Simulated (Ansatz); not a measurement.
Isolated molecules relaxed with PBE0-D4/def2-TZVP in Ansatz; ΔE leaves out vibrations. CBS: MP2 limit from def2 TZ/QZ plus the TZ coupled-cluster correction, frozen cores. DFT in def2-TZVPP. B3LYP here is the variant with VWN-RPA as its local correlation; programs differ in this. Each species was taken in one conformer, which may not be the lowest.

Consider the isomerisation: `N[Si]1(F)C=CO1` → `N#COC(F)[SiH3]`.

Problem. Is it downhill or uphill in electronic energy at CCSD(T)/CBS, and by how much? (Estimate.)

Solution. Computed: Uphill: ΔE = +5.00 eV.

Problem. What do these levels give: PBE-D4, B3LYP-D4, PBE0, B3LYP, HF/def2-TZVPP, SCS-MP2/def2-QZVPP? (An estimate is asked.)

Solution. Computed: PBE-D4 4.66, B3LYP-D4 4.70, PBE0 4.89, B3LYP 4.65, HF/def2-TZVPP 4.66, SCS-MP2/def2-QZVPP 4.92 eV.

Largest T1 diagnostic among the species: 0.014.

In def2-TZVPP, CCSD(T) changes the Hartree–Fock value by +0.13 eV (the triples alone add −0.02 eV) and MP2 by +0.35 eV. From PBE to PBE0 (25 % exact exchange), in def2-TZVPP and without D4, ΔE moves by +0.25 eV.
